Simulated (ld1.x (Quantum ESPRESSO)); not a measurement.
## What one change does to a pseudopotential (Pb, ultrasoft)

- Element: Pb
- Generator: ld1.x (Quantum ESPRESSO) 7.5
- Type: ultrasoft
- Functional: LDA (PZ)
- Relativity: scalar-relativistic
- Frozen core: [Xe] 4f14 5d10
- Valence charge: 4
- Reference configuration: 6s2 6p2
- Partial waves: 6s (bound): rcut 1.65, rcutus 2.05 bohr; 6s channel at 1.95 Ry: rcut 1.65, rcutus 2.05 bohr; 6p (bound): rcut 1.75, rcutus 2.30 bohr; 6p channel at 0.55 Ry: rcut 1.75, rcutus 2.30 bohr
- Local potential: all-electron potential smoothed inside 2.15 bohr (lloc = -1)
- Core correction: a·sin(br)/r model core inside 1.05 bohr
- Augmentation charge: built from norm-conserving waves at rcut, not smoothed further

Change: local potential all-electron potential smoothed inside 1.00 bohr (lloc = -1).

Cutoffs: the cutoffs (Ry, on a coarse ladder) from which the occupation-weighted sum of valence levels, in a spherical-Bessel basis at the reference potential, stays within 10 and 1 mRy of its value at 400 Ry; they do not see the model core or the augmentation charge, which bear on the density cutoff. Errors are all-electron minus pseudo energies relative to the spin-unpolarised reference configuration.

Problem. How do hardness, ghosts and transferability respond?

Solution. The potential gets harder (8 Ry and 12 Ry → 8 Ry and 18 Ry); the bound ghosts move from d to d, p, s; the errors of the 9 common tests hardly move. A state that the projectors do not describe sees the local part alone, so a deeper or shallower local part can create or remove a ghost.

```csv
quantity,base,changed
"cutoff, loose",8 Ry,8 Ry
"cutoff, tight",12 Ry,18 Ry
bound ghosts,d,"s, p, d"
"error for 6s2 6p1, meV [ΔE 6.83 eV]",-19,-19
"error for 6s2 6p0, meV [ΔE 20.59 eV]",-129,-129
"error for 6s1 6p0, meV [ΔE 53.47 eV]",-651,-651
"error for 6s0 6p4, meV [ΔE 18.03 eV]",-125,-125
"error for 6s2 6p2.3, meV [ΔE -0.86 eV]",-0.1,0.0
"error for 6s2 6p1.5, meV [ΔE 2.61 eV]",-3.8,-3.8
"error for 6s1 6p2, meV [ΔE 16.43 eV]",-90,-90
"error for 6s2 6p2 (spin-polarised), meV [ΔE -0.45 eV]",-6.0,-6.0
"error for 6s2 6p1 (spin-polarised), meV [ΔE 6.69 eV]",-22,-22
s: phases at 2.49 bohr within 0.05 rad from the reference energy up to (Ry; the scan ends near 5),5.0,4.8
p: phases at 2.49 bohr within 0.05 rad from the reference energy up to (Ry; the scan ends near 5),3.0,3.5
lowest overlap eigenvalue by channel,"s 0.41, p 0.59","s 0.10, p 0.45"
```

 A true bound ghost makes a file unfit for plane-wave use even where its test errors are small: the radial tests pick states by their node count and pass the ghost by.
